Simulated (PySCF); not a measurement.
# Nickel: a sound run and one with changed settings

Sound run: Ni⁺ [Ar] 3d9, Ni²⁺ [Ar] 3d8. Computed with PySCF 2.14 in def2-SVP (5s3p2d1f, 31 functions), with no relativity, point nucleus. In the sound run the correlated levels freeze [Ar]. The sound run starts from symmetry-adapted Hartree-Fock orbitals and uses a fine grid where one is needed.

Changed run: the spin-free X2C one-electron Hamiltonian (Gaussian nucleus). This setting is unsound on purpose.

```json
{"species": "Ni⁺", "method": "UHF", "sound run (hartree)": "-1506.34536", "changed run (hartree)": "-1516.28108", "converged": "yes"}
{"species": "Ni⁺", "method": "MN15", "sound run (hartree)": "-1507.95604", "changed run (hartree)": "-1517.88685", "converged": "yes"}
{"species": "Ni⁺", "method": "MP2", "sound run (hartree)": "-1506.57792", "changed run (hartree)": "-1516.51363", "converged": "yes"}
{"species": "Ni²⁺", "method": "UHF", "sound run (hartree)": "-1505.80908", "changed run (hartree)": "-1515.74720", "converged": "yes"}
{"species": "Ni²⁺", "method": "MN15", "sound run (hartree)": "-1507.27835", "changed run (hartree)": "-1517.21176", "converged": "yes"}
{"species": "Ni²⁺", "method": "MP2", "sound run (hartree)": "-1505.95585", "changed run (hartree)": "-1515.89377", "converged": "yes"}
```

Ionisation energy of Ni⁺:

```
 method  sound run (eV)  changed run (eV)
    UHF          14.593            14.528
   MN15          18.441            18.370
    MP2          16.927            16.867
SCS-MP2          16.684            16.623
```

Most of the change in total energy is the relativistic energy itself. On top of that the contraction fixes the core shape for the Hamiltonian it was made with, so the changed run is not a good calculation with the other Hamiltonian either.

For comparison, NIST gives 18.169 eV between the lowest levels.
